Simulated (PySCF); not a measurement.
# Functional dependence of a UV spectrum

Species: diisopropyl ether, C6H14O.
Bonds: C1–C2, C2–C3, C2–O4, O4–C5, C5–C6, C5–C7. Hydrogens: H8, H9, H10 on C1; H11 on C2; H12, H13, H14 on C3; H15 on C5; H16, H17, H18 on C6; H19, H20, H21 on C7.

Linear-response calculations in the def2-SVPD basis (PySCF; singlets by full response, triplets Tamm–Dancoff, core orbitals frozen in the response; HF means time-dependent Hartree–Fock). 'Strongest' is the level of largest summed f among the singlets computed (10 roots, of which the last may lack a degenerate partner); it can jump between rows when another state enters that window. S1 is the lowest singlet of each run and needn't be the same state throughout; f(S1) is that of one state. The structure is a single PBE0-D3(BJ)/def2-SVP conformer in the gas phase; no vibrational or solvent corrections.

```tsv
functional	kind	S1 (eV)	f(S1)	strongest (eV)	T1 (eV)	HOMO (eV)	gap (eV)	ionisation energy, ΔSCF (eV)
LDA	LDA	5.69	0.008	7.32	5.63	-5.80	5.67	9.02
PBE	GGA	5.66	0.009	7.23	5.60	-5.66	5.64	8.86
B3LYP	global hybrid, 20% exact exchange	6.49	0.009	8.11	6.42	-6.98	7.38	9.18
PBE0	global hybrid, 25% exact exchange	6.78	0.009	8.46	6.68	-7.21	7.90	9.14
BHandHLYP	global hybrid, 50% exact exchange	7.66	0.008	9.40	7.54	-8.73	9.91	9.23
CAM-B3LYP	range-separated hybrid	7.17	0.007	8.95	7.06	-8.66	9.99	9.33
wB97X-D	range-separated hybrid	7.42	0.007	9.30	7.35	-9.12	11.45	9.26
LC-wPBE	range-separated hybrid	7.95	0.006	9.86	7.79	-9.93	12.37	9.43
HF	Hartree–Fock	9.31	0.008	10.90	8.97	-11.11	13.81	not settled
```

S1 runs from 5.66 eV (PBE) to 9.31 eV (HF), a spread of 3.65 eV, while the orbital gap spreads over 8.2 eV. Along PBE (0%), B3LYP (20%), PBE0 (25%), BHandHLYP (50%), HF (100%) S1 rises with the share of exact exchange. −ε(HOMO) comes closest to its own ΔSCF ionisation energy with wB97X-D (-0.14 eV) and misses most with LDA (-3.22 eV). 'Not settled' means that the ion's SCF failed to converge or may have ended in another state than the lowest.
